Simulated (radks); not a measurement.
Values are calculated unless marked as measured or tabulated.
The nuclear charge of the platinum ion Pt+ is varied continuously with 77 electrons held in [Xe] 4f14 5d9. Level of theory: Dirac Kohn-Sham, BLYP, spin-unpolarised, spherical densities, finite nucleus; open shells are shared between the two j in proportion to 2j + 1; Fermi nuclear charge, rms radius 5.427 fm (a radial shooting solver on a logarithmic mesh with Libxc functionals). By the Hellmann-Feynman theorem dE/dZ = E(electron-nucleus)/Z, the electronic potential at the nucleus (averaged over a nucleus of fixed radius).

Z     E (hartree)  E(electron-nucleus)/Z (hartree)   HOMO  e(HOMO) (eV)  <r> HOMO (bohr)
77    -17855.5099                         -582.006  5d5/2        -3.500            1.935
77.5  -18148.0216                         -588.042  5d5/2        -8.220            1.792
78    -18443.5537                         -594.089  5d5/2       -13.706            1.685
78.5  -18742.1135                         -600.153  5d5/2       -19.841            1.598
79    -19043.7106                         -606.239  5d5/2       -26.550            1.526

The central difference of E at Z = 78 is -594.092 hartree, to compare with the third column; the second derivative is -12.1 hartree.
